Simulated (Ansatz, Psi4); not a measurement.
Input for Psi4:
```
memory 2 GB

molecule mol {
0 1
  C     0.060157    0.700592   -0.001314
  N     0.039662   -0.751725    0.002997
  H    -0.934520    1.169431   -0.017954
  H    -0.463987   -1.092953    0.815181
  H    -0.439056   -1.098165   -0.821958
  H     0.586038    1.042914    0.889314
  H     0.612946    1.037289   -0.877677
}

set basis def2-svp
set reference rhf
set freeze_core true
set mp2_type conv
set scf_type pk
set puream true
set d_convergence 1e-8

energy('mp2')
print_variables()
```

Question: Convert this to an input for Ansatz (a first-principles code).

Answer: This is not unique; one that fits is 
Ansatz 0.2 input:
```yaml
crystal:
  periodic: [false, false, false]
  atoms:
    - {symbol: C, position_ang: [0.06015742, 0.70059241, -0.00131411]}
    - {symbol: N, position_ang: [0.03966195, -0.75172453, 0.00299697]}
    - {symbol: H, position_ang: [-0.93451955, 1.16943137, -0.01795391]}
    - {symbol: H, position_ang: [-0.46398692, -1.09295311, 0.81518120]}
    - {symbol: H, position_ang: [-0.43905591, -1.09816464, -0.82195807]}
    - {symbol: H, position_ang: [0.58603787, 1.04291425, 0.88931393]}
    - {symbol: H, position_ang: [0.61294631, 1.03728935, -0.87767727]}
basis:
  gaussian:
    orbitals: def2-SVP
magnetization: {spin_polarized: false}
correlation: {method: mp2, electrons: outside_noble_gas}
accuracy: high
```

Both were run: Psi4 gave -95.469796 Eh and Ansatz -95.469796 Eh, 0.000 mEh apart.
